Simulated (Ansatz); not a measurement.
`F[Si]1(Cl)[CH2][AlH]1` + H–F → `F[Si]1(F)[CH2][AlH]1` + HCl at 400 K and 1 bar (ligand exchange at the Si–Cl bond).

Computed with Ansatz on PBE0-D4/def2-TZVP structures; ΔE is electronic, products minus reactants. CCSD(T)/CBS is the MP2 limit (def2-TZVPP, def2-QZVPP) plus CCSD(T) − MP2 in def2-TZVPP, frozen cores. This one scheme is used for every species.

| species | CCSD(T)/CBS energy (Eh) | H − E (kJ/mol) | S (J/(mol·K)) |
| --- | --- | --- | --- |
| `F[Si]1(Cl)[CH2][AlH]1` | -1130.58733 | 129.6 | 385.6 |
| H–F | -100.39570 | 36.5 | 182.2 |
| `F[Si]1(F)[CH2][AlH]1` | -770.61496 | 131.1 | 372.7 |
| HCl | -460.38127 | 29.6 | 195.4 |

H − E and S are ideal-gas, rigid-rotor, harmonic terms from PBE0-D4/def2-TZVP, for one conformer and one mirror image of each species. 1 Eh = 2625.50 kJ/mol, R = 8.31446 J/(mol·K).

Problem. By hand: ΔE, ΔH, ΔS and ΔG.

Solution. ΔE = (-770.61496) + (-460.38127) − (-1130.58733) − (-100.39570) = -0.01320 Eh = -34.7 kJ/mol. Δ(H − E) = 131.1 + 29.6 − 129.6 − 36.5 = -5.4, so ΔH = -40.1 kJ/mol. ΔS = 372.7 + 195.4 − 385.6 − 182.2 = 0.3 J/(mol·K). ΔG = -40.1 − 400 × (0.3)/1000 = -40.2 kJ/mol.

Problem. By hand: the equilibrium constant, and the temperature at which ΔG would vanish if ΔH and ΔS stayed fixed.

Solution. log₁₀ K = −ΔG/(RT ln 10) = 5.2. ΔH and −TΔS have one sign here, so there is no such temperature.

The number of gas molecules stays the same, so ΔS is small and ΔH decides. A doubt of 5 kJ/mol in ΔE shifts log₁₀ K by 0.7 here. Other conformers and mirror images would add mixing entropy, several J/(mol·K) or more a flexible species. These are equilibria of isolated gas molecules and say nothing of rates. Largest T1 diagnostic: 0.013 (customary marks: 0.02 for closed shells, 0.045 for open ones).

ΔS is within the doubt of such terms, so its sign, and with it that verdict, could turn.
